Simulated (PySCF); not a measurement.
An unknown is described by computed data only.

Formula: C3H12OSi4.

* 1H NMR: chemical shifts (computed TMS as zero) by class: 9.72 (1 H), 7.41 (1 H), 6.97 (1 H), 4.17 (1 H), 3.76 (3 H), 3.54 (1 H), 3.51 (1 H), 3.50 (3 H) ppm [GIAO PBE0/pcSseg-1]
* NMR, other nuclei: isotropic shieldings of nuclei other than C and H, by class: -339 (1 O), 428 (1 Si), 462 (1 Si), 463 (1 Si), 466 (1 Si) ppm [GIAO PBE0/pcSseg-1]
* 13C NMR: chemical shifts (computed TMS as zero) by class: 205.0 (1 C), 159.8 (1 C), 155.5 (1 C) ppm [GIAO PBE0/pcSseg-1]
* Rotational structure: rotational constants A, B, C: 1.130, 0.722, 0.612 GHz [GFN2-xTB]
* Dipole: 3.41 D [PBE0/pcSseg-1]

Gas-phase values; electronic properties from PySCF, density fitting. Levels stand in brackets. Geometry: GFN2-xTB, one conformer, isolated molecule. NMR classes are plain means over equivalent atoms (diastereotopic ones count apart unless rotation or inversion swaps them), as if these changed places fast.

Question: Give a SMILES that accounts for the data.

Answer: Numbering: `[CH2:1]=[C:2]([CH:3]=[O:4])[Si@@H:5]([SiH3:6])[SiH2:7][SiH3:8]`. Its formula, C3H12OSi4, gives 2 degrees of unsaturation: 0 rings and 2 π bonds in the structure found. 3 carbons fall into 3 classes; from least to most shielded: aldehyde carbon [C3] (205.0 ppm), fully substituted alkene carbon [C2] (159.8 ppm), terminal =CH2 carbon [C1] (155.5 ppm). Hydrogen classes from least to most shielded: 1 H on an aldehyde carbon, C3 (9.72 ppm), 1 H on a terminal =CH2 carbon, C1 (7.41 ppm), 1 H on a terminal =CH2 carbon, C1 (6.97 ppm), 1 H on an SiH silicon, Si5 (4.17 ppm), 3 H on an SiH3 silicon, Si8 (3.76 ppm), 1 H on an SiH2 silicon, Si7 (3.54 ppm), 1 H on an SiH2 silicon, Si7 (3.51 ppm), 3 H on an SiH3 silicon, Si6 (3.50 ppm). The other shieldings belong to: -339 ppm, aldehyde oxygen [O4]; 428 ppm, SiH silicon [Si5]; 462 ppm, SiH3 silicon [Si8]; 463 ppm, SiH3 silicon [Si6]; 466 ppm, SiH2 silicon [Si7]. The optimised geometry has point group C1 and is an asymmetric top. Structure: `C=C(C=O)[Si@@H]([SiH3])[SiH2][SiH3]`. Computed isomers that give other values at the same levels: `[SiH3]OC1=C[SiH2]C1([SiH3])[SiH3]` (13C chemical shifts (computed TMS as zero) by class: 176.7 (1 C), 91.5 (1 C), 15.5 (1 C) ppm). The assignments are read from this structure; whether some other isomer fits the data as well wasn't checked. The mirror image fits equally.

Shape of the structure used: `[CH2:1]=[C:2]([CH:3]=[O:4])[Si@@H:5]([SiH3:6])[SiH2:7][SiH3:8]`: C1–C2–C3–O4 170°, C1–C2–Si5–Si6 110°, C2–Si5–Si7–Si8 -79°.
